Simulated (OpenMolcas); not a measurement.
# Co2+: moving the ligands

Co2+ with 6 ligands (fluoride) in octahedral coordination (Oh) at 2.06 Å. A charge of +0.667 e stands 2.8 Å behind each ligand. Ligand basis ANO-RCC-VDZP.

```
Program             : OpenMolcas
Method              : CASSCF
Basis               : ANO-RCC-VDZP [5s4p2d1f]
Scalar Hamiltonian  : DKH2, point nucleus
Active space        : 7 electrons in 5 orbitals (3d)
State averaging     : 2S+1 = 4 even, 10 roots; 2S+1 = 2 even, 40 roots
Spin-orbit coupling : RASSI with atomic mean-field integrals over the reference wave functions
```

Runs around this geometry, states (labels of O, the rotations of Oh). Energies in cm-1 above the lowest state or level, χT in cm3 K/mol; under a threefold ground state the first gap can be a small split of the lowest multiplet, not the spin-orbit step; 10Dq and B are least-squares fits to the states below 45000 cm-1, weighted by degeneracy, with a free offset, and given where the rms deviation is under 5 % of |10Dq| (or 100 cm-1) and under 700 cm-1.

```json
{"R (Å)": "1.95", "Ground state": "4T1", "First state of that spin": "4T2 7131", "10Dq": "8061", "B (rms of fit)": "1216 (118)", "First gap with spin-orbit (degeneracies)": "360.1 (2, 4)", "χT at 300 K": "3.533", "First state of another spin": "2E 14194"}
{"R (Å)": "2.06", "Ground state": "4T1", "First state of that spin": "4T2 5053", "10Dq": "5749", "B (rms of fit)": "1221 (91)", "First gap with spin-orbit (degeneracies)": "356.6 (2, 4)", "χT at 300 K": "3.683", "First state of another spin": "2E 16262"}
{"R (Å)": "2.19", "Ground state": "4T1", "First state of that spin": "4T2 3407", "10Dq": "3908", "B (rms of fit)": "1224 (73)", "First gap with spin-orbit (degeneracies)": "343.2 (2, 4)", "χT at 300 K": "3.884", "First state of another spin": "2E 17732"}
```

Taking |10Dq| as R^-n, n = -ln(3908 / 8061) / ln(2.19 / 1.95) = 6.2 between the shortest and longest distance. The point-charge formula for a cubic d site gives n = 5.

An orbital triplet at a regular site is open to Jahn-Teller coupling, which can distort the site and quench the lowest spin-orbit gaps and is left out. Without dynamic correlation the repulsion within the d shell is too large (B by tens of per cent), so at a given field states of lower spin stand too high. Ligand-to-metal charge-transfer states are missing. With no ligand orbital active B as a rule stays too high, so bands that hang on it stand too high and its fall with covalency is understated. With metal d orbitals alone and no dynamic correlation the field as a rule comes out too small, by tens of per cent, by up to half for chloride and softer ligands, and with too little covalency χT stands high. No measured value stands beside these numbers; the geometry was imposed, not optimised, and the real ion may take another.
